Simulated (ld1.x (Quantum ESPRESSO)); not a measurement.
Values are calculated unless marked as measured or tabulated.
Hardness and transferability of assorted potentials

Generated with ld1.x 7.5 (TM, RRKJ, ultrasoft, PAW), atompaw 4.2 or ONCVPSP 4.0.1. The cutoff is in Ry: for ld1.x and atompaw files where the sum of valence levels is converged to 10 mRy in a Bessel basis, for ONCV files where the hardest occupied wave has 1 mHa per electron of residual kinetic energy. The error is the largest all-electron minus pseudo excitation energy over each file’s own four to seven test configurations (ionisations up to +4, promotions, holes and added fractions of an electron), all of which were solved. The labels leave out finer settings (local radius, basis sizes, second energies), which also bear on the numbers. Spin-polarised tests are not counted. The rows are a selection from randomly drawn settings: files with unsolved tests, undetermined cutoffs or missed reference levels are left out.

```csv
element,potential,cutoff (Ry),largest error (meV),bound ghosts
Be,"PAW, LDA (PZ), non-relativistic, rc 2.55/3.65 (sp), local smoothed, core correction yes, reference 2s2 2p0",6,-9.1,none
B,"TM, LDA (PZ), non-relativistic, rc 1.40/2.65 (sp), local smoothed, core correction yes, reference 2s1.5 2p0",21,+235,none
F,"ultrasoft, PBEsol, non-relativistic, rc 0.80/1.15 (sp), local smoothed, core correction yes, reference 2s2 2p4",55,-14,none
In,"ultrasoft, LDA (PZ), fully relativistic, rc 2.20/2.90/3.10 (spd), local smoothed, core correction yes, reference 5s2 5p0",6,-116,none
```

(1) Fill in the row for Sc: TM, PBE, scalar-relativistic, rc 1.60/1.55/1.35 (spd), local smoothed, core correction yes, reference 3s2 3p6 3d1 4s0 4p0.

(2) Fill in the row for Cl: TM, PBEsol, scalar-relativistic, rc 1.10/1.15/1.20 (spd), local s, core correction yes, reference 3s1 3p6.

(3) Fill in the row for Si: TM, PBE, scalar-relativistic, rc 1.75/1.45/1.45 (spd), local d, core correction yes, reference 3s2 3p1.

## Answers

(1) cutoff 80 Ry, largest error +440 meV, bound ghosts: none.

(2) cutoff 80 Ry, largest error +193 meV, bound ghosts: none.

(3) cutoff 35 Ry, largest error +136 meV, bound ghosts: none.
